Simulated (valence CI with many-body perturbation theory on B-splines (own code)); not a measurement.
**E1 transitions of Cs4+**

Level of theory: configuration interaction combined with many-body perturbation theory (CI+MBPT): five valence electrons over a frozen Dirac-Fock core [Kr] 4d10, a basis of 11 s, 11 p, 10 d, 8 f, 5 g, 2 h functions for each j, with the one-electron correlation potential Σ1 (screened to all orders), the two-electron term Σ2, the three-electron term Σ3, Breit, model QED; selected single and double excitations, second order for the rest, scaled by the run's own slope (own B-spline code, finite nucleus).

Against 41 measured levels this calculation errs by 280 cm⁻¹ on average and by 650 at most. These come from a selection out of Sansonetti, J. Phys. Chem. Ref. Data 38, 761 (2009). Levels without a partner in it may be off by more, other configurations by several thousand cm⁻¹. Among the levels kept, up to 2600 cm⁻¹ of a level comes from second order outside the variational space, and about a tenth of that is noise between levels of different J, which matters for small intervals. 3 measured levels below the end of the list, from 170737 cm⁻¹ on, found no clear computed partner, and computed levels of the same name lie up to 16699 cm⁻¹ from them.

Lines 301 to 350 of 599 in falling wavelength, among levels below 313110 cm⁻¹, chosen from the strongest by gf and those to the six lowest levels. Wavelengths and rates use the calculated energies, so an error of 300 cm⁻¹ moves a line at 838.0 Å by 0.25 % and its rate by three times that or more. Electric multipoles are in the length gauge, E1 and E2 with the static RPA response of the core. Weak lines are less certain than strong ones. Lines between different terms over intervals too small for the method are left out, as are lines whose strength nearly cancels. Where a level lies close to another of its J and parity, the split of strength between their lines is uncertain. The highest levels of a list are the least certain.

Names give the largest LS component (configuration and term), which can be under half, so a name can repeat, a term be missing and a line seem to break the LS rules; names also repeat where a configuration has a term twice. Letters in brackets count levels of one name in rising energy.

```
λ vac (Å)  λ from measured levels                 Upper                 Lower   A (s⁻¹)  log gf  Branch %
    849.2                            4f5s5p³ ⁴F_9/2 [b]      4f5s²5p² ⁴D°_7/2  1.16e+08   -0.90      27.9
    848.4                            4f5s5p³ ⁴P_5/2 [a]      4f5s²5p² ⁴D°_5/2  1.36e+08   -1.06      12.6
    843.1                                4f5s5p³ ²D_3/2      4f5s²5p² ⁴F°_5/2  2.21e+08   -1.03      25.1
    842.1                               4f5s5p³ ²H_11/2  4f5s²5p² ²G°_9/2 [a]  5.85e+07   -1.13      17.5
    840.4                                4f5s5p³ ⁴P_3/2      4f5s²5p² ⁴D°_5/2  2.36e+08   -1.00      26.6
    838.4                                4f5s5p³ ²F_7/2  4f5s²5p² ²D°_5/2 [a]  9.16e+07   -1.11      13.9
    838.0                   836.2          5s5p⁴ ²D_3/2        5s²5p³ ²D°_5/2  2.90e+07   -1.91       3.8
    832.3                            4f5s5p³ ⁴P_5/2 [a]      4f5s²5p² ⁴D°_7/2  1.96e+08   -0.91      18.2
    830.9                                4f5s5p³ ⁴D_7/2      4f5s²5p² ⁴G°_7/2  1.92e+08   -0.80      36.9
    828.5                            4f5s5p³ ⁴D_5/2 [a]      4f5s²5p² ⁴G°_7/2  3.16e+08   -0.71      22.2
    827.1                              5s5p³5d ⁴G°_11/2       5s²5p²5d ⁴F_9/2  6.19e+08   -0.12      84.9
    824.2                              5s²5p²5f ²D°_5/2          5s5p⁴ ²P_3/2  2.08e+08   -0.90       4.9
    824.0                                4f5s5p³ ⁴H_9/2      4f5s²5p² ⁴G°_7/2  1.91e+08   -0.71      60.6
    823.5                              5s²5p²5f ⁴D°_5/2       5s²5p²5d ⁴P_3/2  3.16e+08   -0.71       5.6
    821.7                          5s²5p²6p ²P°_3/2 [a]          5s5p⁴ ²D_3/2  3.55e+08   -0.84      18.9
    816.9                               5s²5p²6d ⁴F_3/2      4f5s²5p² ⁴G°_5/2  4.32e+08   -0.76      24.0
    816.5                          5s²5p²5f ⁴D°_7/2 [b]       5s²5p²5d ⁴P_5/2  1.55e+08   -0.91       2.9
    815.6                                4f5s5p³ ²H_9/2  4f5s²5p² ²G°_7/2 [a]  1.16e+08   -0.94      20.0
    814.1                   812.9   5s²5p²5d ²P_3/2 [a]        5s²5p³ ²P°_1/2  7.18e+07   -1.54      10.6
    814.0                   811.7          5s5p⁴ ⁴P_3/2        5s²5p³ ⁴S°_3/2  4.26e+08   -0.77      93.6
    812.9                              5s²5p²5f ⁴D°_5/2          5s5p⁴ ²P_3/2  1.56e+08   -1.03       2.8
    811.7                                4f5s5p³ ⁴H_7/2      4f5s²5p² ⁴G°_5/2  1.96e+08   -0.81      58.7
    811.5                               5s5p³5d ⁴G°_9/2       5s²5p²5d ⁴F_7/2  7.30e+08   -0.14      91.5
    808.5                   806.7          5s5p⁴ ²D_5/2        5s²5p³ ²D°_5/2  4.27e+08   -0.60      78.1
    807.4                              5s²5p²5f ⁴D°_5/2       5s²5p²5d ⁴P_5/2  1.83e+08   -0.97       3.2
    806.3                                4f5s5p³ ²G_7/2  4f5s²5p² ²G°_9/2 [a]  1.48e+08   -0.94      13.3
    805.8                               5s²5p²6d ⁴F_9/2     4f5s²5p² ⁴G°_11/2  3.24e+08   -0.50      22.9
    802.3                   800.8          5s5p⁴ ²D_3/2        5s²5p³ ²D°_3/2  6.78e+08   -0.58      88.8
    801.8                              5s²5p²5f ⁴G°_7/2       5s²5p²5d ⁴P_5/2  1.69e+08   -0.88       3.2
    799.5                           5s5p³5d ⁴F°_9/2 [b]       5s²5p²5d ⁴D_7/2  1.20e+08   -0.94      22.3
    798.4                               5s²5p²6d ⁴F_7/2      4f5s²5p² ⁴G°_9/2  2.92e+08   -0.65      17.7
    796.7                   794.5          5s5p⁴ ⁴P_1/2        5s²5p³ ⁴S°_3/2  4.56e+08   -1.06      91.7
    792.3                   791.8          5s5p⁴ ²P_1/2        5s²5p³ ²P°_1/2  3.53e+08   -1.18      21.0
    788.2                               5s5p³5d ²G°_9/2   5s²5p²5d ²F_7/2 [a]  2.47e+08   -0.64      65.5
    786.6                   785.6       5s²5p²5d ⁴D_1/2        5s²5p³ ²P°_3/2  3.73e+07   -2.16       4.4
    784.7                               5s²5p²6d ²F_5/2  4f5s²5p² ²G°_7/2 [a]  2.35e+08   -0.89      12.3
    784.2                               5s5p³5d ²G°_7/2   5s²5p²5d ²F_5/2 [a]  1.27e+08   -1.03      13.5
    782.6                               5s5p³5d ⁴G°_7/2       5s²5p²5d ⁴F_5/2  5.86e+08   -0.37      52.2
    776.3                               5s5p³5d ⁴G°_5/2       5s²5p²5d ⁴F_3/2  2.89e+08   -0.80      39.8
    772.7                          5s²5p²6p ⁴D°_3/2 [a]          5s5p⁴ ⁴P_5/2  1.27e+08   -1.34       5.9
    772.6                                4f5s5p³ ²H_9/2      4f5s²5p² ⁴G°_7/2  1.59e+08   -0.85      27.5
    771.9                   771.2       5s²5p²5d ⁴D_3/2        5s²5p³ ²P°_3/2  2.35e+07   -2.08       1.4
    769.5                               5s5p³5d ²D°_5/2   5s²5p²5d ²F_5/2 [a]  1.48e+08   -1.10       2.8
    767.4                          5s²5p²6p ²D°_5/2 [c]          5s5p⁴ ²D_5/2  2.07e+08   -0.96      10.9
    764.6                                4f5s5p³ ²P_3/2      4f5s²5p² ⁴G°_5/2  3.04e+08   -0.97      39.6
    763.7                            4f5s5p³ ⁴P_5/2 [b]      4f5s²5p² ⁴G°_7/2  3.21e+08   -0.77      26.8
    759.0                               5s5p³5d ⁴G°_5/2   5s²5p²5d ²P_3/2 [a]  2.60e+08   -0.87      35.7
    755.3                           5s5p³5d ⁴D°_7/2 [b]   5s²5p²5d ²F_7/2 [a]  1.06e+08   -1.14       0.7
    750.7                   750.2          5s5p⁴ ²S_1/2        5s²5p³ ²P°_3/2  6.25e+08   -0.98      54.8
    746.6                          5s²5p²5f ⁴D°_7/2 [a]   5s²5p²5d ²F_5/2 [a]  2.60e+08   -0.76       4.4
```
